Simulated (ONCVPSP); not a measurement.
lanthanum: excitation energies, all-electron against ONCV

La, optimised norm-conserving Vanderbilt (ONCV), made with ONCVPSP 4.0.1 (LDA (Perdew-Zunger), scalar-relativistic). Core [Kr] 4d10, reference 5s2 5p6 5d2 6s1. Waves: 5s+6s: rc 2.60 bohr, ncon 3, nbas 6, qcut 5.8 1/bohr, 2 projectors; 5p: rc 1.80 bohr, ncon 4, nbas 8, qcut 4.6 1/bohr, 2 projectors, debl 3.6 Ha; 5d: rc 3.56 bohr, ncon 4, nbas 9, qcut 4.6 1/bohr, 2 projectors, debl 2.5 Ha; f scattering state at 0.06 Ha: rc 2.90 bohr, ncon 3, nbas 8, qcut 3.5 1/bohr, 2 projectors, debl 2.2 Ha. Local part: polynomial inside 1.40 bohr (lpopt 4, dvloc0 0 Ha). Core correction: Teter function, fcfact 2.5, rcfact 1.55.

In the f channel the program set the typed energies aside and used -0.111, 2.089 Ha.

Energies are relative to the spin-unpolarised reference configuration 5s2 5p6 5d2 6s1; without spin polarisation the order of configurations can differ from experiment.

```
valence configuration  charge  ΔE all-electron (eV)  error AE − PS (meV)
      5s2 5p6 5d1 6s2       0                -0.828                 -1.0
      5s2 5p6 5d1 6s0      +2                16.487                 -0.3
  4f1 5s2 5p6 5d1 6s0      +1                 6.246                +1597
```

**Question.** What are ΔE and the potential's error for 5s2 5p6 5d1 6s1?

**Answer.** ΔE = 5.335 eV all-electron; the error (AE − PS) is +0.2 meV.

These tests converged, but a pseudo level misses the all-electron one widely, so the file describes the atom poorly there or has found another state: 4f1 5s2 5p6 5d1 6s0: 4f by 2.9 eV.

Note: no bound ghost flagged; GHOST(+) flagged for s at 56.2 eV.
